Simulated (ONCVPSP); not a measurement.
## strontium: ONCV pseudisation with PW91, scalar-relativistic reference atom.

ONCVPSP 4.0.1 input, shortened (lines: element, Z, core and valence counts, functional; n l f; lmax; l rc ep ncon nbas qcut; lloc lpopt rc5 dvloc0; l nproj debl; icmod fcfact rcfact), PW91, scalar-relativistic:

```
  Sr 38.00    6    3  -109134      upf
    1    0    2.00
    2    0    2.00
    2    1    6.00
    3    0    2.00
    3    1    6.00
    3    2   10.00
    4    0    2.00
    4    1    6.00
    5    0    2.00
    2
    0    2.35    0.00    3    6    4.80
    1    2.55    0.00    4    9    6.50
    2    2.05    0.36    4    8    4.90
    4    2    1.60    4.00
    0    2    2.00
    1    2    2.20
    2    2    1.30
    3    3.00    1.60
```

In the d channel the program set the typed energies aside and used 0.050, 1.350 Ha.

All-electron outer shells of the reference configuration (PW91, scalar-relativistic, ld1.x):

```
shell  level (eV)  outermost node (bohr)  outermost maximum (bohr)
   4s      -40.95                   0.59                      1.19
   4p      -22.86                   0.61                      1.33
   5s       -3.56                   1.65                      3.67
```

(1) Estimate the cutoffs (Ha) at which the residual kinetic energy of the hardest occupied pseudo-wave falls to 1 and 0.1 mHa per electron.

(2) What does a ghost test show?

(3) Which valence shell sets the plane-wave cutoff?

(4) Tests: 4s2 4p6 5s1; 4s2 4p6 5s0; 4s2 4p6 5s1.5; 4s2 4p6 4d1 5s0. Which has the largest error in its energy relative to the reference configuration, and how large is it?

Answers

(1) 8.3 Ha and 10 Ha.

(2) No bound ghost flagged; no localised positive-energy state flagged.

(3) 4p: 8 Ha for 1 mHa per electron, against 6 Ha for 4s.

(4) 4s2 4p6 4d1 5s0, with -13 meV (all-electron minus pseudo) on +7.66 eV.
